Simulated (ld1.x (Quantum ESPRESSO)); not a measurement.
# How hard is this antimony TM potential?

* Element: Sb (Z = 51)
* Generator: ld1.x (Quantum ESPRESSO) 7.5
* Type: norm-conserving Troullier–Martins (Kleinman–Bylander form)
* Functional: Wu–Cohen
* Relativity: scalar-relativistic
* Frozen core: [Kr] 4d10
* Valence charge: 5
* Reference configuration: 5s2 5p2 (charge +1)
* Partial waves: 5s (bound): rc 1.90 bohr; 5p (bound): rc 2.15 bohr; 5d channel at 0.4 Ry: rc 2.15 bohr
* Local potential: all-electron potential smoothed inside 2.00 bohr (lloc = -1)
* Core correction: Bessel-smoothed model core, default radius (core density twice the valence density)

The pseudo-atom Hamiltonian at the reference potential is diagonalised in spherical Bessel functions j_l(qr) that vanish at 20 bohr, with q² up to the cutoff. All-electron valence levels (Ry): 5s -1.5246, 5p -0.8856.

How do the lowest levels (Ry) of each channel move with the cutoff, and are there ghosts?

| cutoff (Ry) | s #1 | p #1 | p #2 | d #1 | f #1 | f #2 | Σ f·Δε (mRy) |
| --- | --- | --- | --- | --- | --- | --- | --- |
| 8 | -1.4946 | -0.8749 | -0.2122 | -0.2405 | -0.0591 | 0.0320 | 81.8 |
| 10 | -1.5103 | -0.8791 | -0.2126 | -0.2407 | -0.0591 | 0.0319 | 42.0 |
| 15 | -1.5186 | -0.8849 | -0.2132 | -0.2411 | -0.0591 | 0.0318 | 13.8 |
| 18 | -1.5189 | -0.8852 | -0.2132 | -0.2430 | -0.0591 | 0.0318 | 12.6 |
| 25 | -1.5218 | -0.8854 | -0.2133 | -0.2475 | -0.0591 | 0.0318 | 6.5 |
| 30 | -1.5237 | -0.8856 | -0.2133 | -0.2501 | -0.0591 | 0.0318 | 2.1 |
| 40 | -1.5244 | -0.8857 | -0.2134 | -0.2514 | -0.0591 | 0.0318 | 0.6 |
| 45 | -1.5244 | -0.8857 | -0.2134 | -0.2515 | -0.0591 | 0.0318 | 0.6 |
| 400 | -1.5247 | -0.8857 | -0.2134 | -0.2515 | -0.0591 | 0.0318 | 0.0 |

Result: no extra level below or beside the all-electron valence levels (s, p, d, f tested); 10 mRy is reached at 25 Ry and 1 mRy at 35 Ry.
